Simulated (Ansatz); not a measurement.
Ag2O⁻. The state is a doublet with charge -1. Geometry PBE-D4/def2-TZVPD, basis def2-TZVPD, Ansatz.

Cartesian coordinates in Å:
```
Ag -1.232 -0.784 0.376
Ag 1.470 0.101 0.321
O -0.238 0.682 -0.698
```

```csv
run,HOMO (eV),LUMO (eV)
A,0.69,1.31
B,0.05,1.76
C,0.51,1.22
D,0.20,1.85
```

In the def2 sets Ag takes a core potential; there is no spin–orbit coupling. No other spin state of charge -1 was run. The structure comes from a short search, and lower isomers may exist.

HOMO and LUMO are taken over both spins.

**Question.** The runs used PBE, PBE0, r2SCAN, r2SCAN0. Estimate which is which.

**Answer.** A PBE (0 % exact exchange); B r2SCAN0 (25 % exact exchange); C r2SCAN (0 % exact exchange); D PBE0 (25 % exact exchange). Exact exchange lowers occupied and raises empty levels; among semilocal functionals meta-GGAs tend to open the gap a little, and such runs are hard to tell apart. The gap grows from 0.61 eV (PBE) to 1.71 eV (r2SCAN0). At PBE-D4/def2-TZVPD, r2SCAN0-D4/def2-TZVPD, r2SCAN-D4/def2-TZVPD, PBE0-D4/def2-TZVPD the highest occupied level of the charge -1 doublet lies above zero (up to 0.69 eV). It is a level of α spin, whose loss leaves a singlet; that state wasn't run at this geometry and level. The electron is either unbound and held by the finite basis, or the level is raised by self-interaction error.
